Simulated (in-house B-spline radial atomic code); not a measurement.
Cu. Computed with a B-spline radial atomic code. Model: non-relativistic spherical atom: semilocal Troullier-Martins pseudo-atom, one channel per l, against all electrons, high spin, G0W0 and RPA with empty states to l = 8, local potential for every l without a channel, a model core (radius 0 = none) keeps its share of the functional.

The core holds an angular momentum without a channel of its own, so the local potential lets valence electrons into it.

What the tables leave out is listed at the end.

The pseudopotential gives back the lowest level of each angular momentum of its own functional in the configuration it was made in; a second state of the same l is only approximately right. Exact exchange, RPA and GW see the smooth pseudo-orbitals and miss the exchange with the core, for which the functional's share stands in. The column with an uncorrelated core keeps all orbitals and exact exchange, and so separates missing core correlation from pseudisation. Only the three outermost levels and the lowest empty one were computed. RPA here is direct RPA, with no exchange kernel, and its energies carry an (l + 1/2)⁻⁴ tail. A hybrid on a potential with a model core restores only its own semilocal share of the core's exchange.

Command:
```bash
python run_psgw.py task.json out
```
Settings (lengths in bohr, energies in hartree):
```
Z                      29
electrons              29
configuration          [Ar] 3d10 4s1
generated_in           [Ar] 3d10 4s1
functional             pbe,pbe
core_shells            5
radius_factor          1.15
core_correction        False
ion_configuration      [Ar] 3d10
```

Run time, properties included: 65 s on 1 thread of Intel(R) Xeon(R) Platinum 8259CL CPU @ 2.50GHz (Skylake/Cascade Lake) (shared host).

Given: made with PBE; model core radius 0 bohr; local radius 2.172 bohr; mean-field start PBE.

Valence shells of the generating configuration: 3d, 4s.

Channel: s 2.674, d 2.084 (radii in bohr).

Computed: largest level miss in the spin-unpolarised generating configuration 0 eV; valence RPA correlation energy pseudo -1.0949 hartree; all-electron RPA polarisability, core included 33.115 bohr³; pseudo-atom RPA polarisability 37.509 bohr³; ionisation by mean-field pseudo minus all -0.017 eV; ionisation by RPA all-electron 8.0608 eV; ionisation by RPA pseudo minus all 1.638 eV.

```json
{"level": "4s up", "occupied": "1", "mean-field all-electron (eV)": "-4.828", "mean-field pseudo minus all (eV)": "0.001", "G0W0 all-electron (eV)": "-8.0409", "G0W0 uncorrelated core minus all (eV)": "-0.022", "G0W0 pseudo minus all (eV)": "-0.498", "exchange self-energy all-electron (eV)": "-10.818", "exchange self-energy pseudo (eV)": "-10.315"}
{"level": "4s down (empty)", "occupied": "0", "mean-field all-electron (eV)": "-3.8862", "mean-field pseudo minus all (eV)": "-0.001", "G0W0 all-electron (eV)": "-1.3963", "G0W0 uncorrelated core minus all (eV)": "-0.015", "G0W0 pseudo minus all (eV)": "-0.983", "exchange self-energy all-electron (eV)": "-2.4098", "exchange self-energy pseudo (eV)": "-1.9475"}
```

Task: What is the ionisation by mean-field all-electron?

Result: 8.1439 eV.

Task: What is the valence RPA correlation energy all-electron orbitals?

Result: -0.76006 hartree.

Given: mean-field start PBE0.

Computed: valence RPA correlation energy pseudo -1.0222 hartree; all-electron RPA polarisability, core included 28.821 bohr³; pseudo-atom RPA polarisability 29.907 bohr³; ionisation by mean-field all-electron 7.7474 eV; ionisation by mean-field pseudo minus all 0.297 eV; ionisation by RPA pseudo minus all 1.487 eV.

```json
{"level": "4s up", "occupied": "1", "mean-field all-electron (eV)": "-5.3671", "mean-field pseudo minus all (eV)": "-0.273", "G0W0 all-electron (eV)": "-7.8448", "G0W0 uncorrelated core minus all (eV)": "-0.018", "G0W0 pseudo minus all (eV)": "-0.71", "exchange self-energy all-electron (eV)": "-10.454", "exchange self-energy pseudo (eV)": "-10.372"}
{"level": "4s down (empty)", "occupied": "0", "mean-field all-electron (eV)": "-2.6753", "mean-field pseudo minus all (eV)": "-0.234", "G0W0 all-electron (eV)": "-1.045", "G0W0 uncorrelated core minus all (eV)": "-0.014", "G0W0 pseudo minus all (eV)": "-0.954", "exchange self-energy all-electron (eV)": "-2.0007", "exchange self-energy pseudo (eV)": "-1.7707"}
```

Task: What is the valence RPA correlation energy all-electron orbitals?

Result: -0.70487 hartree.

Task: What is the ionisation by RPA all-electron?

Result: 7.9169 eV.

Given: mean-field start Hartree-Fock.

Computed: valence RPA correlation energy pseudo -0.88739 hartree; all-electron RPA polarisability, core included 25.07 bohr³; pseudo-atom RPA polarisability 21.325 bohr³; ionisation by mean-field pseudo minus all 0.914 eV; ionisation by RPA all-electron 7.4769 eV; ionisation by RPA pseudo minus all 1.435 eV.

```
  level  occupied  mean-field all-electron (eV)  mean-field pseudo minus all (eV)  G0W0 all-electron (eV)  G0W0 uncorrelated core minus all (eV)  G0W0 pseudo minus all (eV)  exchange self-energy all-electron (eV)  exchange self-energy pseudo (eV)
  4s up         1                       -6.5206                            -1.043                 -7.3843                                 -0.011                      -1.544                                 -9.1085                            -10.21
3d down         1                       -13.424                             3.446                 -11.159                                 -0.095                       1.331                                 -47.128                           -27.055
  3d up         1                       -13.308                             3.222                 -11.165                                  -0.09                       1.178                                 -46.482                           -26.887
```

Task: What is the ionisation by mean-field all-electron?

Result: 6.422 eV.

Task: What is the valence RPA correlation energy all-electron orbitals?

Result: -0.5913 hartree.

Among the listed levels the largest G0W0 shift of the pseudo-atom is -1.54 eV, for 4s up on the Hartree-Fock start, while leaving the core uncorrelated moves that level by -0.01 eV. So pseudisation and the lost core exchange, not the missing core correlation, make the error. Not in the tables (levels of low weight, unsolved or above zero; the highest and the empty levels are kept at any weight): on PBE the G0W0 levels 3d down (pseudo minus all +2.92 eV, weights 0.35 and 0.02), 3d up (pseudo minus all +2.84 eV, weights 0.37 and 0.01); on PBE0 the G0W0 levels 3d down (pseudo minus all +2.78 eV, weights 0.74 and 0.70), 3d up (pseudo minus all +2.71 eV, weights 0.73 and 0.51).
